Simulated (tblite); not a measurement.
Species: C₆H₈NO (doublet state).
Atom-mapped SMILES: `[CH3:1]/[N:2]=[CH:3]\[C:4]1=[CH:5][CH:6][CH2:7][O:8]1` (hydrogens: H9, H10, H11 on C1; H12 on C3; H13 on C5; H14 on C6; H15, H16 on C7)

Structure used (GFN2-xTB), in Å, numbered top down from 1:
```xyz
16
C6H8NO angstrom
C      2.393    1.043   -0.140
N      2.306   -0.279   -0.680
C      1.194   -0.923   -0.683
C     -0.091   -0.558   -0.216
C     -1.267   -1.348   -0.265
C     -2.283   -0.642    0.282
C     -1.739    0.680    0.710
O     -0.367    0.648    0.363
H      1.732    1.740   -0.664
H      2.113    1.069    0.917
H      3.425    1.377   -0.247
H      1.240   -1.918   -1.116
H     -1.309   -2.338   -0.675
H     -3.307   -0.924    0.413
H     -1.830    0.854    1.792
H     -2.218    1.528    0.197
```

Method: GFN2-xTB as coded in tblite; computed harmonic values from a numerical Hessian at the method's own geometry, unscaled. This tight-binding method is rough: wavenumbers can miss measured ones by several per cent, in bad cases by 10 to 20. One conformer, not necessarily the lowest. Open shells enter through the occupations alone, without spin polarisation, and single modes of such species can be off by tens of per cent.

Harmonic wavenumbers (cm⁻¹): 58.7, 91.3, 146.5, 162.1, 298.4, 298.6, 427.4, 531.3, 579.3, 697.3, 741.5, 779.8, 844.7, 856.8, 909.1, 948.3, 978.0, 1023.0, 1043.8, 1048.4, 1081.7, 1112.6, 1125.6, 1183.6, 1271.1, 1304.7, 1327.0, 1383.0, 1391.3, 1439.1, 1462.9, 1472.2, 1493.1, 1569.3, 2835.3, 2884.5, 2925.3, 2941.5, 3001.2, 3017.7, 3163.0, 3180.8.

A = 5198, B = 1478, C = 1167 MHz; mass 110.061 u (most abundant isotopes); point group Cs, symmetry number 1; spin multiplicity 2.

Task: Zero-point energy?

Result: ½Σν̃ = 27515 cm⁻¹ = 78.67 kcal/mol.

Task: Give the ideal-gas entropy at 298.15 K and 1 bar in the rigid-rotor, harmonic-oscillator model (classical rotation).

Result: Translation 40.03, rotation 27.97, vibration 20.30, spin (R ln 2) 1.38: S = 89.7 cal/(mol K).

Task: And Cp and H(298.15 K) − H(0)?

Result: Cp = 30.55 cal/(mol K), of which vibrations give 22.60 (their classical limit is 42 R = 83.5); H(298.15 K) − H(0) = 5.61 kcal/mol without the zero-point energy, 3.24 from vibrations.

Task: How do the functions run with temperature in this model?

Result: 
```
 T (K)  S (cal/(mol K))  Cp (cal/(mol K))  H − H(0) (kcal/mol)  G − H(0) (kcal/mol)  ln q(vib)
    50             57.2              11.7                 0.47                -2.39       0.30
   100             66.5              15.5                 1.15                -5.50       1.14
373.15             97.3              37.2                 8.15               -28.14       6.14
   500            109.6              47.1                13.52               -41.26       8.55
   750            131.5              60.7                27.14               -71.46      13.35
  1000            150.2              69.3                43.46              -106.73      17.96
```

q(vib) and H(0) count from the zero-point level.

Task: Which modes carry the vibrational entropy at 298.15 K?

Result: 58.7 cm⁻¹: 4.50; 91.3 cm⁻¹: 3.63; 146.5 cm⁻¹: 2.72; 162.1 cm⁻¹: 2.53; 298.4 cm⁻¹: 1.43; 298.6 cm⁻¹: 1.42 cal/(mol K); the other 36 give 4.07 together.

Hindered rotation and anharmonicity are outside this model. Other conformers, if any are populated, would add a mixing term that is left out.
